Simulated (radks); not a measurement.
Excited configurations of the antimony ion Sb+: one electron is placed in a higher orbital outside [Kr] 4d10 5s2 5p1. The ground configuration is [Kr] 4d10 5s2 5p2. All-electron calculation, non-relativistic Kohn-Sham, LDA (Slater exchange, Perdew-Wang correlation), spin-unpolarised, spherical densities, point nucleus; relativity is left out, which matters for an element this heavy. Program: a radial shooting solver on a logarithmic mesh with Libxc functionals. Excitation = E - E(ground); binding = E(ion) - E, where the ion is the core of charge +2; n* = 2/sqrt(2 binding) in atomic units, and the quantum defect is n - n*.

| outer orbital | excitation (eV) | binding (eV) | quantum defect | eigenvalue (eV) | <r> (bohr) |
|---|---|---|---|---|---|
| 4f | 12.530 | 3.699 | 0.164 | -2.515 | 7.817 |
| 5d | 8.890 | 7.339 | 2.277 | -4.965 | 4.374 |
| 5f | 13.670 | 2.559 | 0.388 | -1.886 | 13.34 |
| 6s | 8.223 | 8.006 | 3.393 | -6.219 | 5.353 |
| 6p | 9.997 | 6.232 | 3.045 | -4.793 | 6.403 |
| 6d | 12.250 | 3.979 | 2.302 | -3.030 | 9.315 |
| 6f | 14.404 | 1.825 | 0.539 | -1.412 | 20.38 |
| 7s | 11.953 | 4.276 | 3.432 | -3.397 | 9.970 |
| 7p | 12.667 | 3.562 | 3.091 | -2.813 | 11.52 |
| 7d | 13.701 | 2.528 | 2.360 | -1.993 | 15.50 |
| 7f | 14.877 | 1.352 | 0.655 | -1.076 | 28.88 |

The Delta-SCF ionisation energy is 16.229 eV (NIST Atomic Spectra Database: 16.63 eV, measured). Self-interaction in the functional shifts the binding energies and quantum defects, so they are the method's values and not measured ones. Relativity is left out here, which matters for elements this heavy. Spin polarisation and multiplet splitting are left out, so open shells lie too high by an amount that depends on their filling.

Beside tabulated values, note that spin-unpolarised runs miss the spin-polarisation part of the exchange energy of open shells.
